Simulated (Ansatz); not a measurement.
C2H6AlB (`C[B]1[CH2][AlH]1`) at its PBE0-D4/def2-TZVP geometry, where that method's forces vanish. Charge 0, multiplicity 1.

```json
{"atom": "C1", "x (Å)": "-0.188", "y (Å)": "1.156", "z (Å)": "1.270"}
{"atom": "B2", "x (Å)": "-0.154", "y (Å)": "0.211", "z (Å)": "0.032"}
{"atom": "C3", "x (Å)": "0.619", "y (Å)": "-0.985", "z (Å)": "-0.318"}
{"atom": "Al4", "x (Å)": "-0.777", "y (Å)": "-0.336", "z (Å)": "-1.755"}
{"atom": "H5", "x (Å)": "-1.182", "y (Å)": "1.179", "z (Å)": "1.725"}
{"atom": "H6", "x (Å)": "0.044", "y (Å)": "2.187", "z (Å)": "0.988"}
{"atom": "H7", "x (Å)": "0.527", "y (Å)": "0.849", "z (Å)": "2.041"}
{"atom": "H8", "x (Å)": "0.593", "y (Å)": "-1.620", "z (Å)": "-1.231"}
{"atom": "H9", "x (Å)": "1.376", "y (Å)": "-1.434", "z (Å)": "0.328"}
{"atom": "H10", "x (Å)": "-0.856", "y (Å)": "-1.208", "z (Å)": "-3.081"}
```

Task: For each bond, give half the difference of the two atoms' forces along it (eV/Å; positive pushes the atoms apart) under PBE-D4, r2SCAN-D4, B3LYP-D4, ωB97M-V in def2-TZVPP. (Estimate.)

Result: The calculation gave: 
```tsv
bond	length (Å)	PBE-D4	r2SCAN-D4	B3LYP-D4	ωB97M-V
C1–B2	1.558	-0.17	-0.08	0.09	0.21
C1–H5	1.094	0.13	0.00	-0.04	-0.07
C1–H6	1.094	0.13	0.00	-0.04	-0.07
C1–H7	1.095	0.15	0.00	-0.02	-0.08
B2–C3	1.467	0.10	0.09	-0.01	-0.02
B2–Al4	1.970	0.12	0.07	0.07	-0.04
C3–Al4	2.106	0.13	0.00	0.18	0.09
C3–H8	1.112	0.10	-0.05	-0.08	-0.07
C3–H9	1.092	0.11	0.01	-0.10	-0.12
Al4–H10	1.589	0.07	-0.03	-0.12	-0.15
```

B3LYP here is the variant with VWN-RPA as its local correlation; programs differ in this.

Computed with Ansatz.
